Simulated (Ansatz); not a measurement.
C3H5 (SMILES [CH2]C=C) moved off its minimum; all values from Ansatz (a quantum-chemistry and plane-wave program), cores frozen in correlated methods. Open shells are unrestricted.
(charge 0, multiplicity 2)
```xyz
8

C     -0.63379     0.50519    -0.86487
C      0.03078    -0.39742    -0.19532
C      0.66440    -0.14866     0.94660
H     -1.19601     0.28410    -1.90307
H     -0.98135     1.44241    -0.47980
H      0.26599    -1.37831    -0.59009
H      1.23947    -0.91454     1.52693
H      0.48166     0.72910     1.54117
```

Give the forces (eV/Å), the total energy and the dipole at CCSD(T)/cc-pVTZ.


```json
[
 {"atom": "C1", "Fx": "-4.698", "Fy": "1.960", "Fz": "-5.346"},
 {"atom": "C2", "Fx": "1.773", "Fy": "-3.362", "Fz": "-0.434"},
 {"atom": "C3", "Fx": "1.833", "Fy": "-0.416", "Fz": "4.495"},
 {"atom": "H4", "Fx": "1.594", "Fy": "0.235", "Fz": "2.388"},
 {"atom": "H5", "Fx": "0.379", "Fy": "0.477", "Fz": "0.493"},
 {"atom": "H6", "Fx": "-0.367", "Fy": "-0.039", "Fz": "-0.531"},
 {"atom": "H7", "Fx": "-0.504", "Fy": "0.578", "Fz": "-0.925"},
 {"atom": "H8", "Fx": "-0.010", "Fy": "0.566", "Fz": "-0.140"}
]
```
Energy -117.0078 hartree, dipole 0.24 D.

Doubts at one or more of the structures used: a spin-contaminated determinant (CCSD(T)/cc-pVTZ).
